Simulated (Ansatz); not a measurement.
Consider the formal exchange of groups at the Se–Al bond: `C[O][AlH][SeH]` + `[Cl][AlH][Cl]` → `[Cl][Al]([Cl])[SeH]` + `C[O][AlH2]`.

Calculated with Ansatz (gas phase, PBE0-D4/def2-TZVP geometries, no zero-point term in ΔE). CCSD(T)/CBS is the MP2 limit (def2-TZVPP, def2-QZVPP) plus CCSD(T) − MP2 in def2-TZVPP, frozen cores. This one scheme is used for every species. Functionals use def2-TZVPP. B3LYP here is the variant with VWN-RPA as its local correlation; programs differ in this. For Se outer-core shells are correlated without core-valence functions, which leaves a few kJ/mol of doubt a bond. Scalar relativity is left out up to krypton. Each species was taken in one conformer, which may not be the lowest.

```csv
level,ΔE (kcal/mol),difference from CCSD(T)/CBS
PBE-D4,1.7,-0.1
r2SCAN-D4,1.9,0.1
PBE0-D4,1.8,0.0
B3LYP-D4,1.7,-0.1
ωB97X-V,1.9,0.1
ωB97M-V,1.9,0.1
PBE,1.9,0.1
r2SCAN,1.9,0.1
PBE0,2.0,0.2
HF/def2-TZVPP,2.4,0.6
MP2/def2-TZVPP,1.5,-0.3
CCSD(T)/def2-TZVPP,1.9,0.1
HF/def2-QZVPP,2.4,0.6
MP2/def2-QZVPP,1.5,-0.3
SCS-MP2/def2-QZVPP,1.6,-0.2
HF/CBS(def2),2.4,0.6
CCSD(T)/CBS,1.8,0
```

Largest T1 diagnostic among the species: 0.012.
